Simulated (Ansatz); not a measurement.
Isolated molecules relaxed with PBE0-D4/def2-TZVP in Ansatz; ΔE leaves out vibrations. CCSD(T)/CBS is the MP2 limit (def2-TZVPP, def2-QZVPP) plus CCSD(T) − MP2 in def2-TZVPP, frozen cores. This one scheme is used for every species, atoms too. Functionals use def2-TZVPP. B3LYP here is the variant with VWN-RPA as its local correlation; programs differ in this. No spin–orbit coupling; open shells (•) take unrestricted orbitals. Spin–orbit coupling would lower the free atoms: a little for C, S, Si. Each species was taken in one conformer, which may not be the lowest.

Reaction (atomization): `CC[SiH2]SC` → 3 C• + 10 H• + S• + Si•

```
             level  ΔE (kcal/mol)
          B3LYP-D4         1295.7
SCS-MP2/def2-TZVPP         1273.9
CCSD(T)/def2-TZVPP         1266.1
    MP2/def2-QZVPP         1290.3
```

(1) What does CCSD(T)/CBS give? (An estimate is asked.)

Largest T1 diagnostic among the species: 0.012.

## Answers

(1) The calculation gave: +1296.3 kcal/mol. The listed levels differ from it by -0.6, -22.4, -30.2, -6.0 kcal/mol.

In def2-TZVPP, CCSD(T) changes the Hartree–Fock value by +286.7 kcal/mol (the triples alone add +14.8 kcal/mol) and MP2 by +293.1 kcal/mol; breaking electron pairs costs correlation energy, which Hartree–Fock lacks. The D4 term adds +13.0 kcal/mol with B3LYP and +6.9 kcal/mol with PBE0; it sums over pairs of atoms, weighted by their polarisabilities, and B3LYP, whose exchange is more repulsive, gets the larger term. From PBE to PBE0 (25 % exact exchange), in def2-TZVPP and without D4, ΔE moves by −9.1 kcal/mol: exact exchange takes away binding that semilocal exchange gives to molecules.

For atomizations the MP2-based limit and the directly extrapolated one differ by several kJ/mol either way, and by 10 to 25 for some Ge, Se and Sn compounds, so smaller differences from it don't rank the levels.
